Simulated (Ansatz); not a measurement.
Trimethylsilanol at its PBE0-D4/def2-TZVP geometry, where that method's forces vanish. Total charge 0; spin multiplicity 1.

```
atom   x (Å)   y (Å)   z (Å)
  C1   1.555  -0.048   0.848
 Si2  -0.205   0.021   0.219
  C3  -0.348   1.367  -1.072
  C4  -0.730  -1.625  -0.474
  O5  -1.255   0.309   1.471
  H6   1.863   0.907   1.283
  H7   2.252  -0.279   0.037
  H8   1.666  -0.818   1.616
  H9  -0.068   2.344  -0.665
 H10  -1.371   1.441  -1.449
 H11   0.311   1.166  -1.922
 H12  -0.098  -1.917  -1.317
 H13  -1.765  -1.586  -0.825
 H14  -0.662  -2.406   0.287
 H15  -1.144   1.123   1.962
```

(1) For each bond, give half the difference of the two atoms' forces along it (eV/Å; positive pushes the atoms apart) under PBE-D4, r2SCAN-D4, B3LYP-D4, ωB97M-V in def2-TZVPP. (Estimate.)

Results:

(1) Computed: 
```csv
bond,length (Å),PBE-D4,r2SCAN-D4,B3LYP-D4,ωB97M-V
C1–Si2,1.870,-0.07,-0.02,0.05,0.00
C1–H6,1.094,0.11,0.00,-0.04,-0.04
C1–H7,1.094,0.10,-0.01,-0.04,-0.04
C1–H8,1.093,0.11,-0.01,-0.05,-0.04
Si2–C3,1.870,-0.07,-0.02,0.05,0.00
Si2–C4,1.861,-0.03,-0.01,0.03,-0.01
Si2–O5,1.660,0.29,0.04,0.10,0.12
C3–H9,1.094,0.11,0.00,-0.04,-0.04
C3–H10,1.093,0.11,-0.01,-0.05,-0.04
C3–H11,1.094,0.10,-0.01,-0.04,-0.04
C4–H12,1.093,0.11,-0.01,-0.04,-0.03
C4–H13,1.093,0.11,0.00,-0.04,-0.04
C4–H14,1.093,0.11,0.00,-0.04,-0.04
O5–H15,0.957,0.34,0.02,-0.02,-0.05
```

B3LYP here is the variant with VWN-RPA as its local correlation; programs differ in this.
